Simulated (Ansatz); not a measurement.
Computed with Ansatz on PBE0-D4/def2-TZVP structures; ΔE is electronic, products minus reactants. CBS: MP2 limit from def2 TZ/QZ plus the TZ coupled-cluster correction, frozen cores. This one scheme is used for every species, atoms too. Functionals use def2-TZVPP. No spin–orbit coupling; open shells (•) take unrestricted orbitals. Spin–orbit coupling would lower the free atoms: a little for B, C, Si. Each species was taken in one conformer, which may not be the lowest.

Reaction (atomization): `BN[SiH2]C=C` → B• + 2 C• + 8 H• + N• + Si•

`BN[SiH2]C=C`:

Z-matrix (Å, degrees):
```
Si
N 1 1.747
C 1 1.856 2 111.3
H 1 1.482 2 105.9 3 122.0
H 1 1.489 2 110.3 3 -118.3
B 2 1.398 1 127.2 3 -119.5
H 2 1.011 1 116.2 3 59.6
C 3 1.331 1 122.4 2 -119.6
H 3 1.089 1 119.3 2 60.5
H 6 1.198 2 119.0 1 -0.4
H 6 1.198 2 119.7 1 179.5
H 8 1.087 3 122.4 1 -179.7
H 8 1.087 3 121.5 1 0.2
```

CCSD(T)/CBS gives +4898.8 kJ/mol.

Q: Another level gave +4919.4 kJ/mol. Which?
A. B97M-V/def2-TZVPP
B. PBE0-D4/def2-TZVPP
C. CCSD(T)/def2-TZVPP
D. PBE/def2-TZVPP

A: A. B97M-V 4919.4, PBE 4947.4, PBE0-D4 4911.8, CCSD(T)/def2-TZVPP 4779.8 kJ/mol.

Q: What do rigid-rotor, harmonic-oscillator terms from PBE0-D4/def2-TZVP frequencies (298.15 K, 1 bar) make of the CCSD(T)/CBS value? (Best estimate.)

A: Ansatz gave: ΔZPE = -258.7 kJ/mol, ΔH = +4698.9 kJ/mol, ΔS = 1360 J/(mol·K), ΔG = +4293.5 kJ/mol. Open shells count their whole term as degenerate.

Largest T1 diagnostic among the species: 0.014.

Leaving LDA and LC-ωPBE aside and taking each functional with its dispersion term where it has one, the values, not all of them listed here, spread over 147.8 kJ/mol, from BHLYP-D4 to PBE-D4. LDA lies +571.1 kJ/mol from PBE without D4, its usual overbinding. From PBE to PBE0 (25 % exact exchange), in def2-TZVPP and without D4, ΔE moves by −57.0 kJ/mol: exact exchange takes away binding that semilocal exchange gives to molecules.

For atomizations the MP2-based limit and the directly extrapolated one differ by several kJ/mol either way, and by 10 to 25 for some Ge, Se and Sn compounds, so smaller differences from it don't rank the levels.
